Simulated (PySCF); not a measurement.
## Fractional electron number in Co⁺ (cobalt, charge +1)

The 3d beta orbital of [Ar] 3d8 is emptied in steps (occupation f), with all orbitals relaxed, ending at [Ar] 3d7. Computed with PySCF 2.14 in x2c-TZVPall, with the spin-free X2C one-electron Hamiltonian (Gaussian nucleus). The exact energy is a straight line in f; departures are measured from the line between the end points of the same method.

```tsv
f	LDA (eV)	PBE (eV)
1	0.000	0.000
0.75	-1.307	-1.262
0.5	-1.776	-1.713
0.25	-1.355	-1.305
0	0.000	0.000
```

**Question.** For LDA, how does the orbital energy at f = 1 compare with the removal energy?

**Answer.** −ε = 11.755 eV against a total-energy difference of 18.584 eV. By Janak's theorem ε = ∂E/∂f, so the gap between them reflects the curvature. Along the path −ε is 14.996 (f = 0.75), 18.455 (f = 0.5), 22.107 (f = 0.25) eV.

| method | E(f=0) − E(f=1) (eV) | −ε at f=1 (eV) | −ε at f=0.5 (eV) |
| --- | --- | --- | --- |
| LDA | 18.584 | 11.755 | 18.455 |
| PBE | 18.180 | 11.581 | 18.064 |

Reference removal energy between the ground levels: 17.084 eV (measured; NIST Atomic Spectra Database, ionization energies). The calculation has no spin-orbit coupling. The determinant left behind need not be the lowest term of the ion.
